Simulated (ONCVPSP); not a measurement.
# Reading a pseudo-wave (ruthenium (Ru))

Columns: radius, all-electron u(r) and pseudo u(r) of the 4d shell (level -5.59 eV) of ruthenium in the configuration [Ar] 3d10 4s2 4p6 4d7 5s0.75 5p0.25; revPBE, scalar-relativistic, ONCV scheme, ONCVPSP 4.0.1.

```csv
r (bohr),all-electron,pseudo
0.113,-0.1953,0.0029
0.225,-0.3863,0.0219
0.338,-0.3066,0.0695
0.450,-0.0776,0.1498
0.563,0.1823,0.2613
0.675,0.4075,0.3918
0.788,0.5818,0.5288
0.900,0.7002,0.6537
1.013,0.7719,0.7548
1.125,0.8057,0.8216
1.238,0.8122,0.8529
1.350,0.7997,0.8515
1.463,0.7744,0.8248
1.575,0.7415,0.7817
1.688,0.7039,0.7303
1.800,0.6645,0.6784
1.913,0.6242,0.6296
2.025,0.5849,0.5861
2.138,0.5464,0.5465
2.250,0.5099,0.5099
2.363,0.4749,0.4749
2.475,0.4422,0.4422
2.588,0.4112,0.4112
2.700,0.3824,0.3823
2.813,0.3552,0.3552
2.925,0.3301,0.3301
```

(1) How many radial nodes do the two functions have?

(2) At about which radius was the pseudo-wave matched?

(3) Is the pseudo-wave norm-conserving?

Answers

(1) The all-electron 4d function has n − l − 1 = 1; the pseudo-wave has 0, since the states of the same l below it are removed with the core.

(2) 2.25 bohr, where the columns begin to agree (steps of 0.11 bohr).

(3) Yes: the ONCV scheme keeps the norm inside the radius equal to the all-electron one, which fixes the energy derivative of the logarithmic derivative at the level.
